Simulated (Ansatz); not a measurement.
The same atomization along the group Al, Ga, In.

Gas-phase electronic energies from Ansatz, PBE0-D4/def2-TZVP geometries. CCSD(T)/CBS is the MP2 limit (def2-TZVPP, def2-QZVPP) plus CCSD(T) − MP2 in def2-TZVPP, frozen cores. This one scheme is used for every species, atoms too. No spin–orbit coupling; open shells (•) take unrestricted orbitals. Spin–orbit coupling would lower the free atoms: a little for Al; clearly for Ga; strongly for In. def2 core potentials past Kr. Bonds to Ga, In are less sure, by a few kJ/mol each and by 10 to 20 or more in all where they break to atoms, as the def2 sets lack core-valence functions. Scalar relativity is left out up to krypton.

Task: Order these by ΔE at CCSD(T)/CBS, lowest first. (Estimate.)
A. `[NH2][AlH]`• → Al• + 3 H• + N•
B. `[NH2][InH]`• → In• + 3 H• + N•
C. `[NH2][GaH]`• → Ga• + 3 H• + N•

Result: B (+12.55 eV), C (+13.42 eV), A (+14.44 eV).

Largest T1 diagnostic: 0.019, for `[NH2][InH]`•.

For atomizations the MP2-based limit and the directly extrapolated one differ by several kJ/mol either way, and by 10 to 25 for some Ge, Se and Sn compounds, so smaller differences from it don't rank the levels.
